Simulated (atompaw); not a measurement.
## Building the PAW (atompaw) potential for Hf (Z = 72) (LDA (PW92), scalar-relativistic).

atompaw 4.2.0.5 input, output lines left out:

```
Hf 72
LDA-PW scalarrelativistic loggrid 2001 logderivrange -7 5 301
6 6 5 4 0 0
6 1 0
5 2 2
0 0 0
c
c
c
c
v
v
c
c
c
v
v
c
c
v
c
2
2.65 2.15 2.60 2.15
n
n
y
1.35
n
custom rrkj vanderbiltortho besselshape
bessel
1.85
0.65
1.95
2.65
1.90
1.90
```

All-electron outer shells of the reference configuration (LDA (PW92), scalar-relativistic, ld1.x):

| shell | level (eV) | outermost node (bohr) | outermost maximum (bohr) |
| --- | --- | --- | --- |
| 4d | -206.47 | 0.23 | 0.47 |
| 5s | -67.18 | 0.55 | 1.01 |
| 5p | -35.71 | 0.60 | 1.16 |
| 4f | -17.03 | – | 0.45 |
| 6s | -5.26 | 1.37 | 2.89 |
| 5d | -2.87 | 0.67 | 1.71 |
| 6p | -1.47 | 1.66 | 4.05 |

Q: Estimate the cutoffs (Ry, on a coarse ladder) from which the occupation-weighted sum of valence levels, in a spherical-Bessel basis at the reference potential, stays within 10 and 1 mRy of its value at 400 Ry.

A: 80 Ry and 100 Ry.

Q: What does a ghost test show?

A: No extra level below or beside the all-electron valence levels (s, p, d, f tested).

Q: Is the overlap operator S = 1 + Σ q|β⟩⟨β| positive definite (Bessel basis up to 400 Ry)?

A: Yes: its lowest eigenvalue is 0.23 (s channel).

Q: Which valence shell sets the plane-wave cutoff?

A: 6s: its level needs 90 Ry to come within 1 mRy, against 30 Ry for 5d.
